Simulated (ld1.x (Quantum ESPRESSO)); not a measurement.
# What the settings do to the RRKJ potential of Zr

Base potential:

ld1.x (Quantum ESPRESSO) 7.5 input, shortened:

```
&input
   title='Zr', zed=40., rel=2, dft='PBE', iswitch=3,
   config='[Kr] 4d2 5s1 5p0', rel_dist='average'
 /
 &inputp
   pseudotype=2, tm=.false., lloc=0,
   nlcc=.true., new_core_ps=.true., rcore=1.05
 /
3
4P  2  1   6.00   0.00  1.95  1.95  0.0
4D  3  2   2.00   0.00  1.90  1.90  0.0
4S  1  0   2.00   0.00  1.30  1.30  0.0
 &test
   configts(1)='4s2 4p6 4d2 5s1 5p0'
 /
```

Open shells are filled in proportion to 2j + 1 (rel_dist='average').

Occupied shells without a wave of their own: 5s. They enter only through the test configuration that unscreens the potential, and ld1.x also counts them in the model core charge.

Cutoffs, loose and tight: the cutoffs (Ry, on a coarse ladder) from which the occupation-weighted sum of valence levels, in a spherical-Bessel basis at the reference potential, stays within 10 and 1 mRy of its value at 400 Ry. They do not see the model core or the augmentation charge, which bear on the density cutoff. Test errors are all-electron minus pseudo excitation energies from the reference, over the configurations 4s2 4p6 4d2 5s2 5p0; 4s2 4p6 4d2 5s0 5p0; 4s2 4p6 4d1 5s0 5p0; 4s2 4p6 4d1 5s2 5p1; 4s2 4p6 4d3 5s0 5p0; 4s2 4p6 4d2 5s1 5p1; 4s2 4p6 4d1 5s2 5p0. A dash means not determined; rows that change the core or the reference have their own tests. The largest error is taken over the tests solved by every variant that gives reliable tests at all: 4s2 4p6 4d1 5s0 5p0; 4s2 4p6 4d1 5s2 5p0; 4s2 4p6 4d2 5s0 5p0; 4s2 4p6 4d2 5s2 5p0; 4s2 4p6 4d3 5s0 5p0.

With those shells counted twice in exchange and correlation these files are broken, and their errors move erratically; no question is asked of them.

A true bound ghost makes a file unfit for plane-wave use even where its test errors are small: the radial tests pick states by their node count and pass the ghost by. Where a test does run into it, the solver fails or the error is huge.

```tsv
change	outcome	cutoff, loose	cutoff, tight	bound ghosts	largest test error (meV)
base	generated	80 Ry	140 Ry	p3/2	-375
wave 4s (bound): rc 1.30 bohr becomes 4s (bound): rc 0.90 bohr	generated, misses its reference levels by 0.19 eV	180 Ry	over 300 Ry	p3/2	-570
wave 4s (bound): rc 1.30 bohr becomes 4s (bound): rc 1.02 bohr	generated	90 Ry	230 Ry	p3/2	-366
wave 4s (bound): rc 1.30 bohr becomes 4s (bound): rc 1.24 bohr	generated	80 Ry	140 Ry	p3/2	-338
wave 4s (bound): rc 1.30 bohr becomes 4s (bound): rc 1.42 bohr	generated, misses its reference levels by 0.16 eV	70 Ry	120 Ry	none	-522
wave 4s (bound): rc 1.30 bohr becomes 4s (bound): rc 1.58 bohr	generated, misses its reference levels by 0.33 eV	55 Ry	90 Ry	none	-839
wave 4s (bound): rc 1.30 bohr becomes 4s (bound): rc 1.78 bohr	generated, misses its reference levels by 0.78 eV	40 Ry	60 Ry	none	-1622
wave 4s (bound): rc 1.30 bohr becomes 4s (bound): rc 1.88 bohr	generated, misses its reference levels by 1.05 eV	35 Ry	55 Ry	none	-2081
```

Reading the sweep of the s radius (base included, trends over the rows without a ghost): The loose cutoff falls from 70 Ry at 1.42 to 35 Ry at 1.88 bohr. A larger radius leaves more room for a smooth pseudo-wave, so fewer plane waves are needed; a smaller one forces it to follow the all-electron wave where it bends sharply. The median size of the test errors (rows with all tests solved) rises from 167.5 meV at 1.42 to 1135.3 meV at 1.88 bohr. More of the atom is replaced by a form fitted at one configuration, so other configurations suffer as the radius grows. Bound ghosts are found at 0.9, 1.02, 1.24, 1.3 bohr.
